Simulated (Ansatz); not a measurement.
Born–Oppenheimer molecular dynamics of C$_{2}$H$_{5}$BCl$_{2}$O (11 atoms, charge 0, multiplicity 1). It starts at the highest image of a converged band. Of that band: The profile has 2 maxima (images 2, 6) with wells between them (image 3): this band takes more than one step, which may be the mechanism or a detour left from its start path. Neighbouring images differ by up to 2.9 eV, so the band resolves the path poorly. A vibrational analysis at the climbing image gives one clearly imaginary mode, 1487i cm⁻¹: a first-order saddle point.

Computed with RKS PBE0/def2-SVP in Ansatz 0.2.0.

```json
{
  "ensemble": "NVE (velocity Verlet)",
  "time step": "0.5 fs",
  "steps asked": "200",
  "starting velocities drawn for": "100 K",
  "seed": "6690"
}
```

First frame:

```xyz
11
Properties=species:S:1:pos:R:3
C 0.626 -1.455 -0.686
B -0.467 -0.499 -0.228
C -0.083 0.941 0.378
O -0.716 1.120 1.556
Cl 1.708 1.218 0.564
Cl -0.656 2.167 -0.847
H 1.442 -0.779 -0.402
H -0.478 -1.713 -0.774
H 0.943 -2.398 -1.133
H -1.664 -0.690 -0.265
H -0.589 2.032 1.857
```

(1) How far do the bonds stretch over the last three quarters of this one trajectory? (Pairs bonded in most of those frames.)

## Answers

(1) 
| bond | mean (Å) | spread (Å) | shortest | longest |
| --- | --- | --- | --- | --- |
| C1–B2 | 1.571 | 0.069 | 1.42 | 1.67 |
| C1–H7 | 1.125 | 0.042 | 1.08 | 1.26 |
| C1–H8 | 1.159 | 0.090 | 1.00 | 1.34 |
| C1–H9 | 1.130 | 0.034 | 1.06 | 1.24 |
| B2–C3 | 1.627 | 0.034 | 1.57 | 1.68 |
| B2–H10 | 1.215 | 0.011 | 1.19 | 1.24 |
| C3–O4 | 1.348 | 0.021 | 1.31 | 1.38 |
| C3–Cl5 | 1.830 | 0.030 | 1.78 | 1.88 |
| C3–Cl6 | 1.852 | 0.066 | 1.78 | 1.98 |
| O4–H11 | 0.969 | 0.005 | 0.96 | 0.98 |

Mean temperature of the second half: 1453 K. The conserved energy stayed within 0.5 meV per atom of its start (net change -0.14 meV per atom), so the integration is sound. The kinetic energy rose, since the run started high on the potential surface and went downhill. A run of 0.1 ps of so small a system gives no equilibrium averages. The orbitals stay closed-shell, which can raise the energy where a bond breaks towards radicals; this wasn't checked here.

The run took 9 min on 2 threads of Intel(R) Xeon(R) Platinum 8488C (Sapphire Rapids), on a shared host, peak memory 0.31 GiB.
